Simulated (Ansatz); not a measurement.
The cluster W₄⁻. Charge -1, multiplicity 4. Geometry PBE0-D4/def2-SVPD; atoms count from 1.

Cartesian coordinates in Å:
```
W 0.455 -0.410 -1.178
W -1.034 1.382 -0.881
W 1.039 -1.378 0.881
W -0.460 0.406 1.178
```

In the def2 sets W takes a core potential; there is no spin–orbit coupling. The charge -1 quartet is spin-contaminated (final ⟨S²⟩ up to 4.95, 3.75 for a pure state). The geometry of the quartet was relaxed on an unsound state (⟨S²⟩ 4.92, where a pure state has 3.75). Another isomer (doublet) lies 0.10 eV lower at PBE-D4/def2-TZVPD.

Q: Estimate the Mulliken populations from the PBE0/def2-TZVPD orbitals of Ansatz.

A: 
| atom | charge (e) | spin (α − β) | d electrons |
| --- | --- | --- | --- |
| W1 | -0.09 | -1.22 | 4.46 |
| W2 | -0.41 | 2.72 | 4.58 |
| W3 | -0.41 | 2.72 | 4.58 |
| W4 | -0.09 | -1.22 | 4.46 |
Mulliken values and Mayer orders depend strongly on the basis. With diffuse functions, as here, like atoms can get unlike values, and bond orders can come out too low or too high.

Q: Where does the spin sit?

A: Summed by element: W 3.00, of 3 unpaired in all. Largest on single atoms: W2 2.72, W3 2.72, W1 -1.22.

Q: And the Mayer bond orders between bonded heavy atoms (over 0.3)?

A: W1–W2 2.42 (2.35 Å); W1–W3 2.42 (2.35 Å); W1–W4 0.98 (2.66 Å); W2–W3 0.39 (3.88 Å); W2–W4 2.42 (2.35 Å); W3–W4 2.42 (2.35 Å).
